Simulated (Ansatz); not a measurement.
The inner images of a band of Cl2H2Sn (5 atoms, charge 0, multiplicity 1) are given out of order.

The calculation used RKS PBE-D4/def2-SVP in Ansatz.

Image 0:

```xyz
5
Properties=species:S:1:pos:R:3
Sn 0.359 0.038 0.083
Cl 0.718 -0.016 2.420
H 1.904 -0.078 -0.668
H -0.632 1.398 -0.273
Cl -0.872 -1.890 -0.517
```

Image 8:

```xyz
5
Properties=species:S:1:pos:R:3
Sn 0.504 0.841 -0.854
Cl 1.399 -0.081 1.671
H 0.738 -1.060 0.938
H -1.025 1.371 -0.050
Cl -0.139 -1.618 -0.660
```

Task: Put them in order from the first end to the last, with their energies above the first end.
A.
```xyz
5
Properties=species:S:1:pos:R:3
Sn 0.172 0.582 -1.033
Cl 1.351 0.136 1.712
H 1.885 -0.988 1.335
H -1.144 1.378 -0.079
Cl -0.786 -1.654 -0.889
```
B.
```xyz
5
Properties=species:S:1:pos:R:3
Sn 0.311 0.047 0.008
Cl 0.933 -0.002 2.296
H 1.973 -0.090 -0.348
H -0.768 1.353 -0.318
Cl -0.972 -1.855 -0.593
```
C.
```xyz
5
Properties=species:S:1:pos:R:3
Sn 0.121 0.308 -1.012
Cl 1.274 0.079 1.748
H 2.328 -0.509 1.266
H -1.103 1.333 -0.164
Cl -1.143 -1.757 -0.792
```
D.
```xyz
5
Properties=species:S:1:pos:R:3
Sn 0.284 0.061 -0.167
Cl 1.104 -0.009 2.149
H 1.969 -0.091 0.005
H -0.851 1.356 -0.316
Cl -1.030 -1.864 -0.626
```
E.
```xyz
5
Properties=species:S:1:pos:R:3
Sn 0.201 0.138 -0.813
Cl 1.401 -0.010 1.942
H 2.080 -0.149 0.821
H -1.036 1.319 -0.260
Cl -1.169 -1.845 -0.645
```
F.
```xyz
5
Properties=species:S:1:pos:R:3
Sn 0.281 0.079 -0.415
Cl 1.255 -0.022 2.043
H 1.902 -0.087 0.341
H -0.899 1.360 -0.290
Cl -1.062 -1.877 -0.634
```
G.
```xyz
5
Properties=species:S:1:pos:R:3
Sn 0.331 0.747 -0.975
Cl 1.434 0.038 1.737
H 1.249 -1.153 1.225
H -1.107 1.411 -0.103
Cl -0.431 -1.588 -0.838
```

Result: B (+5.1 kcal/mol), D (+22.1 kcal/mol), F (+34.9 kcal/mol), E (+20.1 kcal/mol), C (+17.1 kcal/mol), A (+16.5 kcal/mol), G (+14.1 kcal/mol).

Time of the run: 91 s on 2 threads of Arm Neoverse V2 (shared host), peak memory 0.14 GiB.
